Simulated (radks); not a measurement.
Question: Er43+, configuration [Ar] 3d7. Calculated with a radial shooting solver on a logarithmic mesh with Libxc functionals: Dirac Kohn-Sham, LB94 model potential, spin-unpolarised, spherical densities, finite nucleus; open shells fill j = l - 1/2 first; Fermi nuclear charge, rms radius 5.2516 fm.

Spin-orbit splittings of the eigenvalues, e(l+1/2) - e(l-1/2), with zeta = 2 splitting/(2l+1) and mean radii in bohr:

| shell | occ. | splitting (eV) | zeta (eV) | <r> j=l-1/2 | <r> j=l+1/2 |
|---|---|---|---|---|---|
| 2p | 6 | 931.8 | 621.2 | 0.07100 | 0.07819 |
| 3p | 6 | 212.0 | 141.3 | 0.2063 | 0.2185 |
| 3d | 7 | 48.33 | 19.33 | 0.1901 | 0.1939 |
| 4p | 0 | ? | ? | 0.4169 | 0.4334 |

Estimate the 4p splitting.

Answer: 76.01 eV (zeta = 50.68 eV).
